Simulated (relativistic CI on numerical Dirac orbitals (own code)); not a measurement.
# Yb2+: what numerical and physical settings do to a radial Dirac CI calculation

Reference input:

```
atom Yb  Z=70  charge=2  electrons=68
nucleus A=174  rms_radius_fm=5.3108
hamiltonian dirac-coulomb  breit=on  qed=on  c_scale=1
orbitals kli  potential=per-configuration
slater_scale 1
correlation none
mixing on
grid step=0.0125 r_max=86.5
scf mixing=0.4 start=green max_iterations=150 tolerance=2e-08 node_fill=0.05
configurations
  [Xe] 4f14
  [Xe] 4f13 6s
end
```

Computed lowest total energy -14043.27938 Ha, first excitation 4941.5 cm⁻¹, 27 SCF steps. Runs with settings changed; * marks those that are bad on purpose:

| Changed | Outcome | Lowest level | ΔE (Ha) | First excitation (cm⁻¹) | SCF steps | Message |
| --- | --- | --- | --- | --- | --- | --- |
| Breit term off, SCF tolerance 1e-05, grid step 0.04 | converged | 4f14 1S_0 | -14.1 | 3825.7 | 22 |  |
| SCF tolerance 0.0001, node fill of the KLI weights 0.01 | converged | 4f14 1S_0 | 0.0036 | 5068.5 | 20 |  |
| start potential previous | converged | 4f14 1S_0 | 5.11e-09 | 4941.5 | 23 |  |
| start potential previous, SCF mixing 0.1, node fill of the KLI weights 0.5 | converged | 4f14 1S_0 | 0.092 | 3272.6 | 30 |  |
| charge 1 * | refused |  |  |  | 0 | configuration [Xe] 4f14 has 68 electrons, the ion has 69 |
| SCF tolerance 1e-14 * | not converged |  |  |  | 51 | SCF of 1s2 2s2 2p6 3s2 3p6 3d10 4s2 4p6 4d10 4f14 5s2 5p6 did not converge |

With so few configurations and no correlation, terms lie too far apart (by 10 to 50 % near neutrality), their order can be wrong, and levels of other configurations are missing.
